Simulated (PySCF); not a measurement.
Delta-SCF ions had no search for a lower state. 

Z-matrix (Å, degrees):
```
In
H 1 1.7305
H 1 1.7305 2 119.99
H 1 1.7305 2 120.00 3 -180.00
```
Charge 0, spin multiplicity 1.

Question: Predict the LUMO, total energy, vertical ionisation energy (Delta-SCF), HOMO and HOMO–LUMO gap from M06-2X/def2-TZVP // B3LYP-D3(BJ)/def2-TZVP (PySCF).

Answer: 
```yaml
LUMO: -1.41 eV
total_energy: -5219.33 eV
vertical ionisation energy (Delta-SCF): 10.59 eV
HOMO: -9.21 eV
HOMO–LUMO gap: 7.80 eV
```
